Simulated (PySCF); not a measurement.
Ionisation energy along the 3-electron series

Calculated with PySCF 2.14 and a two-component X2C-1e Hamiltonian (Gaussian nucleus, no Breit or QED terms), each ion in its own even-tempered basis scaled to its charge; GMP2 freezes nothing and drops the highest virtual spinors. Values in eV. NIST values: (m) measured, (s) semi-empirical, (t) theoretical.

```json
{"ion": "Lu(68+)", "configuration": "[He] 2s1", "GHF (screened spin-orbit)": "17950.7", "GMP2 (screened spin-orbit)": "17950.9", "NIST": "17928.05 ± 0.16 (t)"}
{"ion": "Hf(69+)", "configuration": "[He] 2s1", "GHF (screened spin-orbit)": "18526.1", "GMP2 (screened spin-orbit)": "18526.3", "NIST": "18502.32 ± 0.17 (t)"}
{"ion": "Ta(70+)", "configuration": "[He] 2s1", "GHF (screened spin-orbit)": "19113.5", "GMP2 (screened spin-orbit)": "19113.7", "NIST": "19088.51 ± 0.19 (t)"}
```

Between Z = 71 and Z = 73 the GMP2 (screened spin-orbit) value grows as Z to the power 2.26.
